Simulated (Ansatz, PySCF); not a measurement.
System: BeO, charge 0, multiplicity 1. SMILES: [Be]=[O]
Coordinates optimised at B3LYP-D3(BJ)/def2-TZVP (Ansatz, a first-principles code):
```
Be
O 1 1.3266
```
Charge 0, spin multiplicity 1.

Quantity: atomisation energy (electronic, to ground-state atoms), in kcal/mol. Valence correlation only, unless marked. UHF or UKS for open shells. No spin-orbit coupling. Non-relativistic. The coupled-cluster limit lacks core correlation, which all-electron functionals hold. Basis-set limits of correlation are two-point, X^-3; Hartree-Fock from the larger set.

The T1 diagnostic of CCSD in the largest basis is 0.039, which is high, so the coupled-cluster rows are less sure than usual.

```json
[
 {"level": "revPBE-D4/def2-TZVPD", "program": "Ansatz + dftd4", "atomisation energy (kcal/mol)": "111.9"},
 {"level": "TPSS/def2-TZVPD", "program": "PySCF", "atomisation energy (kcal/mol)": "108.2"},
 {"level": "M06-L/def2-TZVPD", "program": "PySCF", "atomisation energy (kcal/mol)": "110.4"},
 {"level": "B3LYP-D4/def2-TZVPD", "program": "Ansatz + dftd4", "atomisation energy (kcal/mol)": "108.6"},
 {"level": "B3LYP/def2-TZVPD", "program": "Ansatz", "atomisation energy (kcal/mol)": "108.0"},
 {"level": "TPSSh-D3(BJ)/def2-TZVPD", "program": "PySCF + dftd3", "atomisation energy (kcal/mol)": "103.3"},
 {"level": "TPSSh/def2-TZVPD", "program": "PySCF", "atomisation energy (kcal/mol)": "103.0"},
 {"level": "r2SCANh-D4/def2-TZVPD", "program": "Ansatz + dftd4", "atomisation energy (kcal/mol)": "106.2"},
 {"level": "PW6B95/def2-TZVPD", "program": "PySCF", "atomisation energy (kcal/mol)": "105.2"},
 {"level": "CAM-B3LYP-D3(BJ)/def2-TZVPD", "program": "Ansatz + dftd3", "atomisation energy (kcal/mol)": "107.5"},
 {"level": "SCS-MP2/STO-3G", "program": "Ansatz", "atomisation energy (kcal/mol)": "81.8"},
 {"level": "CCSD/6-31G", "program": "Ansatz", "atomisation energy (kcal/mol)": "___"},
 {"level": "CCSD/6-31G*", "program": "Ansatz", "atomisation energy (kcal/mol)": "___"},
 {"level": "CCSDT/def2-SVP", "program": "Ansatz", "atomisation energy (kcal/mol)": "79.3"},
 {"level": "CCSD(T)/CBS(def2-TZVPPD,def2-QZVPPD)", "program": "Ansatz", "atomisation energy (kcal/mol)": "___"}
]
```

**Question.** Some entries are withheld; supply them.

**Answer.** 
- CCSD/6-31G, atomisation energy (kcal/mol): 63.0
- CCSD/6-31G*, atomisation energy (kcal/mol): 83.0
- CCSD(T)/CBS(def2-TZVPPD,def2-QZVPPD), atomisation energy (kcal/mol): 104.5
